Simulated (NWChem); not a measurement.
# benzoquinone (C₆H₄O₂); SMILES O=C1C=CC(=O)C=C1

Results from NWChem. Pople sets run with spherical d functions. Coordinates come from a PBE-D3(BJ)/def2-SVP optimisation. Level: PBE/6-31G* with SMD (1 M gas to 1 M solution), gas-phase geometry.

```csv
solvent,dielectric constant,solvation free energy (kcal/mol),cavity-dispersion-structure term (kcal/mol)
water,78.4,…,…
n-hexane,1.88,-6.4,-4.0
methanol,32.6,-5.7,3.1
chloroform,4.71,-6.8,-1.8
benzene,2.27,-7.3,-4.3
dimethyl sulfoxide,46.8,-7.7,-2.4
1-propanol,20.5,-6.1,2.0
```

Complete the blanks.


- water, solvation free energy (kcal/mol): -4.5
- water, cavity-dispersion-structure term (kcal/mol): 4.6
